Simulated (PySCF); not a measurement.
C₅H₄N₄SSe.
Bonds: C1–Se2, Se2–C3, C3–C4 (aromatic), C4–N5 (aromatic), N5–C6 (aromatic), C6–N7 (aromatic), N7–S8 (aromatic), S8–N9 (aromatic), N9–C10 (aromatic), C10–N11 (aromatic), C3–N11 (aromatic), C6–C10 (aromatic). Hydrogens: H12, H13, H14 on C1; H15 on C4.

A GFN2-xTB structure was refined with PBE0-D3(BJ)/def2-SVP geometry optimisation, gas phase in PySCF. Its GFN2-xTB values:

| coordinate | GFN2-xTB |
| --- | --- |
| C1–Se2 | 1.942 Å |
| C1–H12 | 1.087 Å |
| Se2–C3 | 1.880 Å |
| C3–C4 | 1.424 Å |
| C3–N11 | 1.310 Å |
| C4–N5 | 1.298 Å |
| C4–H15 | 1.084 Å |
| N5–C6 | 1.345 Å |
| C6–N7 | 1.326 Å |
| C6–C10 | 1.446 Å |
| N7–S8 | 1.606 Å |
| S8–N9 | 1.610 Å |
| N9–C10 | 1.329 Å |
| C10–N11 | 1.338 Å |
| Se2–C3–C4 | 120.1° |
| Se2–C3–N11 | 116.5° |
| N5–C6–N7 | 126.2° |
| C6–N7–S8 | 108.2° |
| N7–C6–C10 | 112.2° |
| N7–S8–N9 | 99.4° |
| S8–N9–C10 | 107.9° |
| N9–C10–N11 | 126.2° |
| C1–Se2–C3–C4 | -178° |

**Question.** How do these coordinates change at the PBE0-D3(BJ)/def2-SVP level?

**Answer.** 
```csv
coordinate,PBE0-D3(BJ)/def2-SVP (Å or °),change
C3–C4,1.452,+0.028
N7–S8,1.628,+0.022
S8–N9,1.631,+0.021
C10–N11,1.354,+0.016
C4–H15,1.098,+0.014
N5–C6,1.359,+0.014
C1–H12,1.097,+0.010
C1–Se2,1.932,-0.010
Se2–C3,1.890,+0.010
C3–N11,1.303,-0.007
C6–C10,1.448,+0.002
N9–C10,1.327,-0.002
C4–N5,1.297,-0.001
C6–N7,1.326,0.000
Se2–C3–N11,120.6,+4.1
Se2–C3–C4,116.3,-3.8
C6–N7–S8,106.0,-2.2
S8–N9–C10,106.0,-1.9
N5–C6–N7,124.5,-1.7
N7–C6–C10,113.7,+1.5
N9–C10–N11,124.7,-1.5
N7–S8–N9,100.7,+1.3
C1–Se2–C3–C4,180,-2
```

The energy falls by 9.3 kJ/mol over 6 energy and gradient evaluations, the largest force component goes from 0.0217 to 2.5e-04 Eh/bohr, and the atoms move by 0.069 Å rms after alignment. The bond that changes most is C3–C4 (substituted aromatic carbon to aromatic CH next to a ring nitrogen), which lengthens by 0.028 Å. Bonds longer at the end by more than 0.005 Å: 10 of 16; shorter: 2. Rotational constants go from 2261, 365.4, 315.2 to 2285, 359.4, 311.2 MHz.

The run used 196 basis functions and 49 SCF cycles in all.

Whether it is a minimum is left open (no frequencies). The numbers are those of one conformer.

Conformer computed: `[CH3:1][Se:2][c:3]1[cH:4][n:5][c:6]2[n:7][s:8][n:9][c:10]2[n:11]1`: C1–Se2–C3–C4 180°.
